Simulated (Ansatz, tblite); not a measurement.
Spin states of the cluster Nb₂S⁺, each relaxed with r2SCAN-D4/def2-TZVP in Ansatz. Electronic energies in the gas phase.

In the def2 sets Nb takes a core potential; there is no spin–orbit coupling. The xTB rows come from tblite. Correlated methods freeze 5 core orbitals; core or outer-core shells of Nb are correlated, in sets that lack core-valence functions. The structure comes from a short search, and lower isomers may exist.

Doublet geometry (C2v within 0.1 Å):

```xyz
3

Nb   -0.176    1.224   -0.359
Nb    0.694   -0.186    1.069
S    -0.518   -1.038   -0.709
```

Quartet geometry (Cs within 0.1 Å):

Cartesian coordinates in Å:
```
Nb 0.020 -0.493 -1.183
Nb 0.518 1.285 0.246
S -0.538 -0.791 0.937
```

⟨S²⟩: doublet 0.76 at PBE0-D4/def2-TZVP (pure 0.75), quartet 3.79 at PBE0-D4/def2-TZVP (pure 3.75).

Run but left out: HF/def2-TZVP, HF/def2-TZVPP, PBE-QIDH/def2-TZVP, MP2/def2-TZVP, MP2/def2-TZVPP, CCSD/def2-TZVPP, CCSD(T)/def2-TZVPP (doublet: ⟨S²⟩ 2.17 to 2.74, where a pure state has 0.75); LC-ωPBE/def2-TZVP (quartet: ⟨S²⟩ 4.10, where a pure state has 3.75).

Only these spin states were relaxed. Higher spins weren't run and may lie lower.

```tsv
level	quartet − doublet (kcal/mol)	lowest of these	remarks
GFN1-xTB	-38.3	quartet	–
GFN2-xTB	-44.1	quartet	–
PBE-D4/def2-TZVP	21.9	doublet	–
r2SCAN-D4/def2-TZVP	17.2	doublet	–
r2SCANh-D4/def2-TZVP	16.1	doublet	–
PBE0-D4/def2-TZVP	18.3	doublet	–
BHLYP-D4/def2-TZVP	13.3	doublet	spin-contaminated (⟨S²⟩ 0.83) (doublet), spin-contaminated (⟨S²⟩ 3.99) (quartet)
CAM-B3LYP-D4/def2-TZVP	18.2	doublet	–
RPA@PBE/def2-TZVP	22.0	doublet	–
```

Change of the quartet − doublet gap on mixing in exact exchange, in kcal/mol: PBE to PBE0 (25 % exact exchange) -3.6; r2SCAN to r2SCANh (10 % exact exchange) -1.1.

The xTB methods have no spin-polarisation term.
